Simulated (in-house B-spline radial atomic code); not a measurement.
Mg IV (Mg3+) is squeezed into an impenetrable sphere of radius R (the orbitals vanish at R). Level of theory: non-relativistic PBE, spin-polarised, spherical fractional occupations, point nucleus; calculated with an all-electron radial atomic-structure program (B-spline basis).

Energies in eV above the free ion in [He] 2s2 2p5:

| R (bohr) | highest level (eV) | [He] 2s2 2p5 | [He] 2s1 2p6 | -dE/dV in [He] 2s2 2p5 (GPa) |
| --- | --- | --- | --- | --- |
| 7.94 | -94.7 | 0 | 32.53 | 8.6e-10 |
| 6.96 | -94.7 | 0 | 32.53 | 3.48e-10 |
| 5.33 | -94.7 | 0 | 32.53 | 8.49e-06 |
| 3.95 | -94.7 | 0.0004516 | 32.53 | 0.0119 |
| 3.87 | -94.7 | 0.0006627 | 32.53 | 0.0182 |
| 2.85 | -94.6 | 0.08119 | 32.62 | 3.97 |
| 2.71 | -94.5 | 0.1547 | 32.71 | 8.31 |
| 2.16 | -93.2 | 1.855 | 34.6 | 152 |
| 1.93 | -91.3 | 5.124 | 38.11 | 520 |
| 1.2 | -53.4 | 123.7 | 157.1 | 32500 |

Task: Does [He] 2s1 2p6 fall below [He] 2s2 2p5 under compression?

Result: No, it stays above over the whole range.
